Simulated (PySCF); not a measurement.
BBr2, SMILES [B](Br)Br (connectivity only; charge and spin as stated), charge +1, multiplicity 1.

Geometry: B3LYP-D3(BJ)/def2-TZVP. The multiplicity is an assumed one; other spin states were not compared. The isomer is the one that the SMILES or the coordinates give; other isomers of the formula were not compared.

These are TDDFT-M06-2X/def2-SVPD in PySCF values and carry that method's errors.

Vertical excitations; the highest root listed may be one member of a degenerate set. Isolated molecule, no solvent. State labels are in the subgroup D2h.

Problem. List the lowest excited states. (The exact figures need the calculation; the answer reports its results.)

Solution. 
```csv
state,symmetry,energy (eV),λ (nm),f,main pairs
S1,Au,5.48,226,0.000,"HOMO→LUMO+1 50 %, HOMO−1→LUMO 50 %"
S2,Au,5.84,212,0.000,"HOMO−1→LUMO, HOMO→LUMO+1 (degenerate set)"
S3,B1u,5.84,212,0.000,"HOMO→LUMO, HOMO−1→LUMO+1 (degenerate set)"
S4,B1g,6.59,188,0.000,"HOMO−2→LUMO 50 %, HOMO−3→LUMO+1 50 %"
S5,B1g,6.94,179,0.000,"HOMO−3→LUMO+1, HOMO−2→LUMO (degenerate set)"
S6,Ag,6.94,179,0.000,"HOMO−2→LUMO+1, HOMO−3→LUMO (degenerate set)"
S7,B1u,7.56,164,0.825,"HOMO−1→LUMO+1 47 %, HOMO→LUMO 47 %"
S8,B2g,7.85,158,0.000,HOMO−1→LUMO+2 (degenerate set)
S9,B3g,7.85,158,0.000,HOMO→LUMO+2 (degenerate set)
S10,B2g,8.83,140,0.000,HOMO−4→LUMO+1 98 %
T1,B1u,5.26,236,0,"HOMO→LUMO 50 %, HOMO−1→LUMO+1 50 %"
T2,Au,5.50,225,0,"HOMO→LUMO+1 50 %, HOMO−1→LUMO 50 %"
T3,Au,5.54,224,0,"HOMO−1→LUMO, HOMO→LUMO+1 (degenerate set)"
T4,B1u,5.54,224,0,"HOMO−1→LUMO+1, HOMO→LUMO (degenerate set)"
```
Triplets are in the Tamm–Dancoff approximation, which puts them higher than full response would, so one can lie above its singlet here.
